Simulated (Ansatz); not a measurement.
`CC[N](C)[Ge]([Cl])([Cl])[Cl]` + HCl → germanium tetrachloride + ethylmethylamine at 298.15 K and 1 bar (ligand exchange at a Ge–N bond).

Program: Ansatz. Geometries: PBE0-D4/def2-TZVP. ΔE: electronic, gas phase. CCSD(T)/CBS adds triple-zeta CCSD(T) − MP2 to the extrapolated MP2 energy (def2 sets, frozen cores). This one scheme is used for every species. For Ge outer-core shells are correlated without core-valence functions, which leaves a few kJ/mol of doubt a bond. Scalar relativity is left out up to krypton. Each species was taken in one conformer, which may not be the lowest.

```json
{"species": "`CC[N](C)[Ge]([Cl])([Cl])[Cl]`", "CCSD(T)/CBS energy (Eh)": "-3629.26530", "H − E (kJ/mol)": "336.6", "S (J/(mol·K))": "470.6"}
{"species": "HCl", "CCSD(T)/CBS energy (Eh)": "-460.38127", "H − E (kJ/mol)": "26.6", "S (J/(mol·K))": "186.8"}
{"species": "`[Cl][Ge]([Cl])([Cl])[Cl]`", "CCSD(T)/CBS energy (Eh)": "-3915.39126", "H − E (kJ/mol)": "36.4", "S (J/(mol·K))": "348.9"}
{"species": "`CCNC`", "CCSD(T)/CBS energy (Eh)": "-174.26710", "H − E (kJ/mol)": "335.0", "S (J/(mol·K))": "303.0"}
```

H − E and S are ideal-gas, rigid-rotor, harmonic terms from PBE0-D4/def2-TZVP, for one conformer and one mirror image of each species. 1 Eh = 2625.50 kJ/mol, R = 8.31446 J/(mol·K).

Problem. By hand: ΔE, ΔH, ΔS and ΔG.

Solution. ΔE = (-3915.39126) + (-174.26710) − (-3629.26530) − (-460.38127) = -0.01179 Eh = -31.0 kJ/mol. Δ(H − E) = 36.4 + 335.0 − 336.6 − 26.6 = 8.2, so ΔH = -22.8 kJ/mol. ΔS = 348.9 + 303.0 − 470.6 − 186.8 = -5.5 J/(mol·K). ΔG = -22.8 − 298.15 × (-5.5)/1000 = -21.2 kJ/mol.

Problem. By hand: the equilibrium constant, and the temperature at which ΔG would vanish if ΔH and ΔS stayed fixed.

Solution. log₁₀ K = −ΔG/(RT ln 10) = 3.7. ΔG = 0 at ΔH/ΔS = 4145 K, far beyond where these terms or the molecules hold.

The number of gas molecules stays the same, so ΔS is small and ΔH decides. A doubt of 5 kJ/mol in ΔE shifts log₁₀ K by 0.9 here. Other conformers and mirror images would add mixing entropy, several J/(mol·K) or more a flexible species. Modes under 60 cm⁻¹, often nearly free rotors, make the harmonic entropy too high. These are equilibria of isolated gas molecules and say nothing of rates. Largest T1 diagnostic: 0.010 (customary marks: 0.02 for closed shells, 0.045 for open ones).
